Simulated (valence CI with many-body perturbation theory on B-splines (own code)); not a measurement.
Gd58+: E2, E3, M1, M2 decay

Level of theory: configuration interaction combined with many-body perturbation theory (CI+MBPT): four valence electrons over a frozen Dirac-Fock core [He], radial functions for each j: 11 s, 11 p, 10 d, 8 f, 5 g, 2 h, with the one-electron correlation potential Σ1 (screened to all orders), the two-electron term Σ2, the three-electron term Σ3, Breit, model QED; selected single and double excitations, second order for the rest, scaled by the run's own slope (own B-spline code, finite nucleus).

No measured spectrum was set against this ion. As an estimate, large intervals hold to a few tenths of a per cent, small ones and those within an open d or f shell to about a per cent. Among the levels kept, up to 920 cm⁻¹ of a level comes from second order outside the variational space, and about a tenth of that is noise between levels of different J, which matters for small intervals.

Lines 1 to 50 of 85 in falling wavelength, among levels below 720.21 Ry, chosen from the decays that carry over 1 % of a level's rate. Wavelengths and rates use the calculated energies. Electric multipoles are in the length gauge, E1 and E2 with the static RPA response of the core. Weak lines are less certain than strong ones. Lines between different terms over intervals too small for the method are left out, as are lines whose strength nearly cancels.

Levels are named by their leading jj configuration (3d3/2^4 stands for four electrons in 3d with j = 3/2), which in mixed levels can hold well under half, so a name can repeat and another be missing. Letters in brackets count levels of one name in rising energy.

```csv
λ vac (Å),Upper,Lower,Type,A (s⁻¹),Branch %
17.14,(2s^2 2p1/2 2p3/2) J=1,(2s^2 2p1/2^2) J=0,M1,2.39e+09,100.0
16.78,(2s^2 2p3/2 3d5/2) J=4,(2s^2 2p1/2 3d5/2) J=3,M1,1.90e+09,2.1
16.75,(2s^2 2p3/2^2) J=2,(2s^2 2p1/2 2p3/2) J=2,M1,1.91e+09,18.5
16.74,(2s^2 2p1/2 2p3/2) J=2,(2s^2 2p1/2^2) J=0,E2,6.71e+06,99.8
16.36,(2s^2 2p3/2^2) J=2,(2s^2 2p1/2 2p3/2) J=1,M1,1.91e+09,18.5
15.33,(2s^2 2p3/2^2) J=0,(2s^2 2p1/2 2p3/2) J=1,M1,4.47e+09,36.3
1.840,(2s^2 2p3/2 3p1/2) J=2,(2s^2 2p3/2^2) J=0,E2,2.21e+11,6.2
1.836,(2s^2 2p1/2 3p1/2) J=1,(2s^2 2p1/2 2p3/2) J=2,E2,6.04e+11,37.9
1.835,(2s 2p1/2^2 3p1/2) J=0,(2s 2p1/2^2 2p3/2) J=2,E2,1.18e+12,30.6
1.831,(2s^2 2p1/2 3p1/2) J=1,(2s^2 2p1/2 2p3/2) J=1,E2,5.99e+11,37.6
1.827,(2s^2 2p3/2 3p1/2) J=1,(2s^2 2p3/2^2) J=2,E2,6.16e+11,13.9
1.827,(2s^2 2p3/2 3p1/2) J=2,(2s^2 2p3/2^2) J=2,E2,8.33e+11,23.5
1.825,(2s^2 2p1/2 3p1/2) J=0,(2s^2 2p1/2 2p3/2) J=2,E2,1.17e+12,32.0
1.819,(2s^2 2p3/2 3d5/2) J=4,(2s 2p1/2 2p3/2^2) J=2 [b],E2,1.36e+09,1.5
1.819,(2s 2p3/2^2 3p1/2) J=0,(2s 2p3/2^3) J=2,E2,6.51e+11,18.7
1.802,(2s 2p1/2 2p3/2 3p3/2) J=4,(2s 2p1/2 2p3/2^2) J=2 [b],E2,3.84e+10,2.7
1.799,(2s^2 2p3/2 3d5/2) J=4,(2s 2p1/2 2p3/2^2) J=3,E2,7.89e+09,8.6
1.790,(2s 2p3/2^2 3p3/2) J=4,(2s 2p3/2^3) J=2,E2,2.03e+11,10.3
1.781,(2s 2p1/2 2p3/2 3p3/2) J=4,(2s 2p1/2 2p3/2^2) J=3,E2,3.54e+11,25.1
1.781,(2s 2p1/2 2p3/2 3p3/2) J=0 [b],(2s 2p1/2 2p3/2^2) J=2 [b],E2,6.29e+11,7.5
1.779,(2s^2 2p3/2 3p3/2) J=2,(2s^2 2p3/2^2) J=0,E2,2.38e+11,2.2
1.779,(2s 2p1/2 2p3/2 3p3/2) J=1 [d],(2s 2p1/2 2p3/2^2) J=2 [b],E2,3.66e+11,2.2
1.776,(2s 2p1/2 2p3/2 3p3/2) J=1 [d],(2s 2p1/2 2p3/2^2) J=1 [a],E2,3.17e+11,1.9
1.775,(2s 2p1/2^2 3p3/2) J=2,(2s 2p1/2^2 2p3/2) J=2,E2,4.08e+11,2.6
1.774,(2s^2 2p1/2 3p3/2) J=2,(2s^2 2p1/2 2p3/2) J=2,E2,4.09e+11,17.4
1.774,(2s^2 2p1/2 3p3/2) J=1,(2s^2 2p1/2 2p3/2) J=2,E2,2.93e+11,5.9
1.773,(2s^2 2p3/2 3p3/2) J=3,(2s^2 2p3/2^2) J=2,E2,4.53e+11,6.2
1.773,(2s^2 2p3/2 3p3/2) J=1,(2s^2 2p3/2^2) J=2,E2,4.29e+11,1.6
1.771,(2s 2p1/2 2p3/2 3p3/2) J=4,(2s 2p1/2 2p3/2^2) J=2 [a],E2,2.30e+10,1.6
1.770,(2s^2 2p1/2 3p3/2) J=2,(2s^2 2p1/2 2p3/2) J=1,E2,1.80e+11,7.7
1.769,(2s^2 2p1/2 3p3/2) J=1,(2s^2 2p1/2 2p3/2) J=1,E2,2.84e+11,5.7
1.767,(2s 2p3/2^2 3p3/2) J=0,(2s 2p3/2^3) J=2,E2,2.47e+11,3.3
1.761,(2s^2 2p3/2 3p3/2) J=0,(2s^2 2p3/2^2) J=2,E2,1.19e+12,10.5
1.759,(2s 2p1/2 2p3/2 3p3/2) J=1 [d],(2s 2p1/2 2p3/2^2) J=3,E2,2.21e+11,1.3
1.751,(2s 2p1/2 2p3/2 3p3/2) J=0 [b],(2s 2p1/2 2p3/2^2) J=2 [a],E2,1.66e+11,2.0
1.751,(2s 2p1/2 2p3/2 3d5/2) J=5,(2s 2p1/2 2p3/2^2) J=3,M2,2.39e+10,45.5
1.751,(2s 2p1/2 2p3/2 3d5/2) J=5,(2s 2p1/2 2p3/2^2) J=3,E3,1.25e+09,2.4
1.742,(2s^2 2p3/2 3d5/2) J=4,(2s^2 2p3/2^2) J=2,M2,2.29e+10,24.9
1.742,(2s^2 2p3/2 3d5/2) J=4,(2s^2 2p3/2^2) J=2,E3,1.65e+09,1.8
1.624,(2s^2 2p3/2 3d5/2) J=4,(2s 2p1/2^2 2p3/2) J=2,E2,6.12e+09,6.7
1.611,(2s 2p3/2^2 3p3/2) J=4,(2s 2p1/2 2p3/2^2) J=3,E2,2.81e+11,14.3
1.610,(2s 2p1/2 2p3/2 3p3/2) J=4,(2s 2p1/2^2 2p3/2) J=2,E2,6.37e+11,45.3
1.608,(2s 2p3/2^2 3p3/2) J=0,(2s 2p1/2 2p3/2^2) J=2 [b],E2,7.06e+11,9.5
1.607,(2s 2p1/2 2p3/2 3p3/2) J=1 [d],(2s 2p1/2^2 2p3/2) J=1,E2,3.68e+11,2.2
1.605,(2s 2p3/2^2 3p3/2) J=2 [c],(2s 2p1/2 2p3/2^2) J=1 [b],E2,2.13e+11,1.0
1.605,(2s 2p3/2^2 3p3/2) J=2 [c],(2s 2p1/2 2p3/2^2) J=2 [b],E2,2.99e+11,1.4
1.604,(2s^2 2p1/2 3p3/2) J=2,(2s^2 2p1/2^2) J=0,E2,5.69e+11,24.2
1.603,(2s^2 2p3/2 3p3/2) J=3,(2s^2 2p1/2 2p3/2) J=2,E2,2.95e+11,4.1
1.603,(2s^2 2p3/2 3p3/2) J=1,(2s^2 2p1/2 2p3/2) J=2,E2,5.65e+11,2.2
1.603,(2s 2p3/2^2 3p3/2) J=4,(2s 2p1/2 2p3/2^2) J=2 [a],E2,4.97e+11,25.4
```
